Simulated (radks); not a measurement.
Excited configurations of Ca2+: one electron is placed in a higher orbital outside [Ne] 3s2 3p5. The ground configuration is [Ar]. All-electron calculation, non-relativistic Kohn-Sham, LDA (Slater exchange, Perdew-Wang correlation), spin-polarised, spherical densities, point nucleus; open shells are filled with parallel spins first. Program: a radial shooting solver on a logarithmic mesh with Libxc functionals. Excitation = E - E(ground); binding = E(ion) - E, where the ion is the core of charge +3; n* = 3/sqrt(2 binding) in atomic units, and the quantum defect is n - n*.

4s: excitation (eV) 29.914; binding (eV) 21.080; n* 2.410; quantum defect 1.590; eigenvalue (eV) -17.943; <r> (bohr) 3.033
5p: excitation (eV) 41.905; binding (eV) 9.090; n* 3.670; quantum defect 1.330; eigenvalue (eV) -7.799; <r> (bohr) 6.641
5f: excitation (eV) 45.739; binding (eV) 5.255; n* 4.827; quantum defect 0.173; eigenvalue (eV) -4.412; <r> (bohr) 9.825
6p: excitation (eV) 45.296; binding (eV) 5.699; n* 4.635; quantum defect 1.365; eigenvalue (eV) -4.944; <r> (bohr) 10.76
6f: excitation (eV) 47.291; binding (eV) 3.703; n* 5.750; quantum defect 0.250; eigenvalue (eV) -3.167; <r> (bohr) 14.96
7s: excitation (eV) 46.667; binding (eV) 4.328; n* 5.319; quantum defect 1.681; eigenvalue (eV) -3.790; <r> (bohr) 14.59
7p: excitation (eV) 47.082; binding (eV) 3.913; n* 5.594; quantum defect 1.406; eigenvalue (eV) -3.419; <r> (bohr) 15.85
7d: excitation (eV) 47.764; binding (eV) 3.231; n* 6.156; quantum defect 0.844; eigenvalue (eV) -2.813; <r> (bohr) 18.63

The Delta-SCF ionisation energy is 50.995 eV (NIST Atomic Spectra Database: 50.913 eV, measured). Self-interaction in the functional shifts the binding energies and quantum defects, so they are the method's values and not measured ones. Open shells are spherical and high-spin; term and fine-structure splittings are not resolved.
